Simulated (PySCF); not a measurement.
Series formyl-X, proton added: substituent effects on one reactive site. All species are isolated molecules in the gas phase. One relaxed conformer stands for each flexible species; it need not be the lowest. The site is fixed along the series; a substituent can offer a better one. Strings in code marks are SMILES.

Level of theory: PBE-D3(BJ)/def2-TZVP // TPSSh-D3(BJ)/def2-TZVP (PySCF). All candidates: charge +1, multiplicity 1. Excitations are Tamm–Dancoff values on a coarser integration grid. The basis has no diffuse functions, so Rydberg states are missing or too high.

| Item | Result |
|---|---|
| LUMO | -7.20 eV |
| brightest of the four lowest singlets (TDA) | 7.23 eV |
| S1 excitation (TDA) | 7.23 eV |

Name which member has these values.
(A) `[H]/[O+]=C\[SeH]` (O–C–Se–H torsion 0°)
(B) `[H]/[O+]=C/[S@@](C)=O` (O–S–C–O torsion 165°)
(C) `[H]/[O+]=C\O` (H–O–C–O torsion 0°)
(D) `[H]/[O+]=C/N(C)C` (C–N–C–O torsion 0°)

D, `[H]/[O+]=C/N(C)C` (C–N–C–O torsion 0°). The others give `[H]/[O+]=C/[S@@](C)=O` (O–S–C–O torsion 165°): -9.58 eV, 3.90 eV, 3.77 eV; `[H]/[O+]=C\O` (H–O–C–O torsion 0°): -9.43 eV, 9.21 eV, 7.57 eV; `[H]/[O+]=C\[SeH]` (O–C–Se–H torsion 0°): -9.37 eV, 5.81 eV, 5.81 eV
